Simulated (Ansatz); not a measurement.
Z-matrix (Å, degrees):
```
C
Si 1 1.875
O 1 1.424 2 110.3
H 1 1.094 2 109.4 3 -117.1
H 1 1.099 2 112.0 3 125.3
C 2 1.885 1 110.7 3 63.2
F 2 1.610 1 106.4 3 -52.6
H 2 1.485 1 113.1 3 -171.7
H 3 0.961 1 108.3 2 62.2
F 6 1.396 2 107.6 1 68.0
H 6 1.095 2 111.4 1 -50.6
H 6 1.094 2 112.7 1 -172.6
```

The species carries charge 0 and has multiplicity 1.

(1) List the PBE0/def2-TZVPP orbital energies in eV (Ansatz 0.2.0). (Best estimate.)

Answers

(1) Computed: Occupied: -1803.45, -673.95, -673.83, -523.05, -280.04, -279.45, -145.70, -100.43, -100.34, -100.32, -33.47, -33.30, -28.94, -19.90, -19.30, -15.65, -14.45, -14.04, -13.91, -13.50, -12.98, -12.65, -12.33, -11.90, -11.00, -10.13, -9.55, -8.86, -7.74. Lowest empty: -0.10, 0.86, 1.17, 2.18, 2.31, 2.40, 2.84, 3.07.
